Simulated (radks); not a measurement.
The numbers below are computed, except where a source is named.
Q: Successive ionisation energies (eV) of one element, from differences of total energies of ions in their ground configurations, starting at charge 0: 8.566, 15.822, 23.597, 45.160, 56.825, 89.179, 106.66, 124.74, 143.33, 162.36, 187.74, 208.41, 229.49, 250.95, 272.70, 378.70, 403.73, 428.74, 460.41, 486.56, 512.64, 658.94. Level of theory: scalar-relativistic Kohn-Sham, PBEsol, spin-polarised, spherical densities, finite nucleus; open shells are filled with parallel spins first (spin-orbit coupling, left out, can overturn this in heavy ions); Fermi nuclear charge, rms radius 5.5211 fm (a radial shooting solver on a logarithmic mesh with Libxc functionals). Which element is it?

A: Bismuth (Z = 83). The first species listed is Bi in [Hg] 6p3, the last Bi21+ in [Kr] 4d10 4f14 5s2.
